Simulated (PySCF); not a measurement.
# Telling isomers of C8H11NSi apart by NMR

PySCF 2.14.0 with density-fitted response routines calculation with σ from GIAO-PBE0/pcSseg-1 and geometry: GFN2-xTB; fast rotation and ring inversion assumed for equivalent nuclei, one computed conformer, non-relativistic Hamiltonian, no solvent.

Scale: 1H (31.72 ppm), 13C (186.93 ppm) vs TMS (reference shieldings calculated alike). Where no couplings were computed, multiplicities follow the n + 1 count of equivalent neighbours, and m marks all less simple cases (inequivalent or close neighbours, rings, F or P nearby). Shifts are as computed. Against solution values, carbons near 30 ppm lie about +3 ppm off and those near 130 ppm about +5 ppm. Of 1309 compounds with measured shifts, 239 miss one by over three times the rms of a fit or turn the order of signals round; such compounds aren't used in these exercises.

(1) Tabulate the signals of `N#CC(/C=C\C1CC1)=C\[SiH3]`, `C/N=C/C1=C[C@@]2([SiH3])C=C[C@@H]12` and their relative energies.

(2) What is the quickest way to tell N#CC(/C=C\C1CC1)=C\[SiH3] from C/N=C/C1=C[C@@]2([SiH3])C=C[C@@H]12?

## Answers

(1) 
```json
{"SMILES": "N#CC(/C=C\\C1CC1)=C\\[SiH3]", "carbon types": "2×C 4×CH 2×CH2", "δC": "152.8, 149.9, 137.6, 131.6, 124.8, 14.5, 12.0", "δH": "6.84 (q, 1H), 6.16 (d, 1H), 5.21 (m, 1H), 4.30 (d, 3H), 3.59 (m, 1H), 1.07 (m, 2H), 0.47 (m, 2H)", "E rel. (kcal/mol)": "0.0"}
{"SMILES": "C/N=C/C1=C[C@@]2([SiH3])C=C[C@@H]12", "carbon types": "2×C 5×CH 1×CH3", "δC": "160.7, 158.7, 157.8, 155.8, 151.4, 54.8, 52.1, 47.9", "δH": "8.16 (s, 1H), 7.06 (s, 1H), 6.97 (m, 1H), 6.89 (m, 1H), 4.20 (m, 1H), 4.08 (s, 3H), 3.84 (s, 3H)", "E rel. (kcal/mol)": "29.5"}
```

Energies are electronic energies at PBE0/pcSseg-1 on these geometries, without zero-point or thermal terms, each for the one conformer computed, which needn't be the lowest.

(2) Count the carbon signals: 7 against 8. The first has a three-membered-ring carbon (CH2) at 12.0 ppm, the second a methyl carbon bonded to N (CH3) at 52.1 ppm. Their most deshielded carbons lie at 152.8 and 160.7 ppm. In the proton spectra the most deshielded non-exchanging signals are 6.84 (q, 1H) and 8.16 (s, 1H).
